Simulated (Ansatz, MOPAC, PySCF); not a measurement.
Torsion H3–C1–S2–H6 in CH4S (SMILES CS); at each angle all else is relaxed with GFN2-xTB, and the levels are single points there.
Geometry at 60° (charge 0, multiplicity 1):
```xyz
6

C     -0.505     0.003     0.005
S      1.151     0.748    -0.139
H     -0.610    -0.470     0.976
H     -1.216     0.817    -0.090
H     -0.654    -0.716    -0.795
H      1.833    -0.384     0.026
```

On the grid 0° to 120°, 120° is the highest and 60° the lowest point at CCSD(T)/CBS(cc-pV(T+d)Z, cc-pV(Q+d)Z).

Frozen-core correlation. CBS: X⁻³ extrapolation of the correlation energy, Hartree–Fock from the larger set. Rows in 3-21G, 6-311+G**, 6-31G*, LANL2DZ, STO-3G carry no dispersion term and start afresh at each structure (6-31G* with six Cartesian d functions). MP2/6-31G* freezes PySCF's default core. LANL2DZ brings its own core potentials from Na on. The state that PM7 reach isn't checked; PM7 holds dispersion and hydrogen-bond terms.

Run with Ansatz (a first-principles code) with Gaussian orbitals; MOPAC for PM7 (differences of heats of formation); PySCF for 3-21G rows, 6-311+G** rows, 6-31G* rows, LANL2DZ rows, STO-3G rows, the dispersion terms. 

Other levels give for the energy at 120° less that at 60°: PBE/def2-TZVPP 1.12; B3LYP/def2-TZVPP 1.13; B3LYP-D3(BJ)/def2-TZVPP 1.14; wB97M-V/def2-TZVPP 1.13; CCSD(T)/CBS(cc-pV(T+d)Z, cc-pV(Q+d)Z) 1.14 kcal/mol.

What do these common cheap choices give for the same quantity: PM7, HF/STO-3G, HF/3-21G, HF/6-31G*, B3LYP/6-31G*, B3LYP/6-311+G**, B3LYP/LANL2DZ, MP2/6-31G*?

PM7 0.32; HF/STO-3G 1.52; HF/3-21G 1.02; HF/6-31G* 1.36; B3LYP/6-31G* 1.28; B3LYP/6-311+G** 1.15; B3LYP/LANL2DZ 1.08; MP2/6-31G* 1.46 kcal/mol. They span 0.32 to 1.52 kcal/mol.

Measured: V3 of the three-fold top 443.029 ± 0.07 cm⁻¹ = 1.27 kcal/mol [Ozier and Moazzen-Ahmadi, CRC Handbook].
